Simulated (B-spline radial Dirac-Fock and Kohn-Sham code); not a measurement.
# Photoelectron lines of Fe¹⁴⁺ at 6000 eV

System: iron as Fe¹⁴⁺, [Ne] 3s2.

Model: Dirac-Hartree-Slater photoionisation with all multipoles and Dirac-Fock thresholds. Program: a radial finite-basis atomic code. The asymmetry parameter β is from the dipole term alone. Kinetic energies are from the vacuum level.

The last column is dσ/dΩ = σ/(4π) · [1 + β P₂(cos θ)] at θ = 0° from the polarisation vector of linearly polarised light.

```csv
subshell,electrons,binding (eV),kinetic (eV),σ (kb),β,dσ/dΩ (kb/sr)
2s,2,1306.7,4693.3,3.67,2.00,0.875
2p1/2,2,1181.2,4818.8,1.15,0.99,0.182
2p3/2,4,1168.7,4831.3,2.15,0.99,0.342
3s,2,452.9,5547.1,0.767,2.00,0.183
```

Branching ratios of the spin-orbit partners (statistical value in brackets): 2p 1.87 (2.00).

Values without a named source are computed, but for edge energies of neutral atoms, which are taken from tables.
